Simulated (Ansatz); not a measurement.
Relaxation of C2H5BF (9 atoms, charge 1, multiplicity 1), to a largest force component of 0.015 eV/Å in at most 40 steps.

All numbers below come from RKS PBE/def2-SVP (Ansatz 0.2.0).

```xyz
9
Properties=species:S:1:pos:R:3:forces:R:3
C 0.253 1.188 0.470 0.00 -0.52 0.31
B 0.025 -0.062 -0.393 0.54 0.92 0.96
C -0.317 -1.503 -0.174 0.06 -0.95 0.07
F 0.482 -2.495 -0.155 0.16 0.23 0.02
H -0.560 1.904 0.312 -0.61 0.38 -0.26
H 0.330 0.981 1.535 0.02 -0.15 0.64
H 1.136 1.745 0.146 0.57 0.23 -0.42
H 0.022 0.067 -1.571 -0.10 0.00 -1.32
H -1.370 -1.824 -0.170 -0.64 -0.13 0.01
```

Problem. Where does it end, and by what steps?

Solution. The run converged. Limits of this set-up: the dipole of an ion depends on the origin. After 8 steps the energy has fallen by 0.117 eV; H9 moved furthest, 0.10 Å.

```
step  energy less start (eV)  largest force component (eV/Å)  accepted
   0                  0.0000                           1.322       yes
   1                 -0.0927                           0.466       yes
   2                 -0.0339                           1.533        no
   3                 -0.1137                           0.131       yes
   4                 -0.1061                           0.292        no
   5                 -0.1165                           0.040       yes
   6                 -0.1166                           0.054       yes
   7                 -0.1166                           0.033        no
   8                 -0.1168                           0.008       yes
```

```xyz
9
Properties=species:S:1:pos:R:3
C 0.277 1.203 0.509
B 0.024 -0.038 -0.352
C -0.355 -1.513 -0.176
F 0.511 -2.447 -0.160
H -0.569 1.906 0.301
H 0.355 1.018 1.595
H 1.164 1.752 0.118
H 0.001 0.005 -1.600
H -1.408 -1.887 -0.236
```

Time of the run: 21 s on 1 thread of Arm Neoverse V1, with other jobs on the host, peak memory 0.12 GiB.
